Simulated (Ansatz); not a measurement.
B2(F)4 (B2F4). The state is a singlet with charge 0. Geometry r2SCAN-D4/def2-SVP, basis def2-TZVP, Ansatz.

```xyz
6

B     0.1356    0.7367   -0.4218
F     1.1357    0.8746   -1.2762
F    -0.6443    1.7904   -0.2465
B    -0.1361   -0.7372    0.4207
F     0.4302   -0.9812    1.5908
F    -0.9212   -1.6833   -0.0671
```

```
run  HOMO (eV)  LUMO (eV)
  A      -8.28      -1.79
  B      -9.86      -1.21
  C      -9.39      -1.24
  D     -11.79       0.06
  E      -8.84      -1.64
  F      -8.57      -2.31
```

B3LYP takes the VWN-RPA correlation.

The runs used B3LYP, B97M-V, BHLYP, LDA (SPW92), r2SCANh, revPBE. Estimate which is which.

A revPBE (0 % exact exchange); B B3LYP (20 % exact exchange); C r2SCANh (10 % exact exchange); D BHLYP (50 % exact exchange); E B97M-V (0 % exact exchange); F LDA (SPW92) (0 % exact exchange). Exact exchange lowers occupied and raises empty levels; among semilocal functionals meta-GGAs tend to open the gap a little, and such runs are hard to tell apart. The gap grows from 6.26 eV (LDA (SPW92)) to 11.84 eV (BHLYP).
